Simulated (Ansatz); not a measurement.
Start from `C=CS[Si](O)(O)O` and change one atom or group to get `CCS[Si](O)(O)O`.

Ansatz, PBE0-D4/def2-TZVP geometries, multiplicity 1. Each molecule was computed in one conformer, which needn't be the lowest.

| property | `C=CS[Si](O)(O)O` |
| --- | --- |
| size of the dipole moment (B3LYP/def2-TZVPP) / D | 1.54 |
| LUMO energy (PBE0/def2-TZVPP) / eV | -0.52 |
| HOMO–LUMO gap (B3LYP/def2-TZVPP) / eV | 5.87 |
| size of the dipole moment (PBE/def2-TZVPP) / D | 1.35 |
| HOMO–LUMO gap (PBE0/def2-TZVPP) / eV | 6.32 |
| HOMO–LUMO gap (ωB97M-V/def2-TZVPP) / eV | 10.46 |

Problem. What does the change do to each property? (Estimate.)

Solution. Computed: 
```tsv
property	`CCS[Si](O)(O)O`	shift
size of the dipole moment (B3LYP/def2-TZVPP) / D	0.61	-0.93
LUMO energy (PBE0/def2-TZVPP) / eV	0.49	1.01
HOMO–LUMO gap (B3LYP/def2-TZVPP) / eV	6.88	1.01
size of the dipole moment (PBE/def2-TZVPP) / D	0.64	-0.71
HOMO–LUMO gap (PBE0/def2-TZVPP) / eV	7.47	1.15
HOMO–LUMO gap (ωB97M-V/def2-TZVPP) / eV	11.18	0.72
```

With PBE0 the HOMO falls by 0.14 eV and the LUMO rises by 1.01 eV, so the gap widens by about 1.15 eV. PBE moves the HOMO by -0.01 eV and ωB97M-V by -0.23 eV. Dipoles are sizes alone; their direction can turn.

B3LYP here is the variant with VWN-RPA as its local correlation; programs differ in this.
